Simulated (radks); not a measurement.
Results of a calculation; reference values are marked as such.
Task: All-electron atom: Sn4+ in [Kr] 4d10. Code: a radial shooting solver on a logarithmic mesh with Libxc functionals. Model: Dirac Kohn-Sham, PBEsol, spin-unpolarised, spherical densities, finite nucleus; Fermi nuclear charge, rms radius 4.6519 fm. Some entries of the table are withheld. Estimate them.

orbital  occ.  eigenvalue (hartree)  r(max) (bohr)
1s1/2       2             -1066.514        0.01878
2s1/2       2             -162.2994         0.1063
2p1/2       2             -151.7340            (1)
2p3/2       4             -143.2646            (2)
3s1/2       2             -32.57650         0.3079
3p1/2       2             -28.28233            (3)
3p3/2       4             -26.73578            (4)
3d3/2       4             -19.13671         0.2493
3d5/2       6             -18.81734         0.2522
4s1/2       2              -6.46996         0.7456
4p1/2       2              -5.03995         0.7715
4p3/2       4              -4.75988         0.7962
4d3/2       4              -2.50955            (5)
4d5/2       6              -2.46977            (6)
5s1/2       0              -1.69770          1.841
5p1/2       0              -1.35310          2.064
5p3/2       0              -1.31419          2.127

Result: 
(1) 2p1/2 r(max) (bohr): 0.08180
(2) 2p3/2 r(max) (bohr): 0.08633
(3) 3p1/2 r(max) (bohr): 0.2942
(4) 3p3/2 r(max) (bohr): 0.3045
(5) 4d3/2 r(max) (bohr): 0.8791
(6) 4d5/2 r(max) (bohr): 0.8885
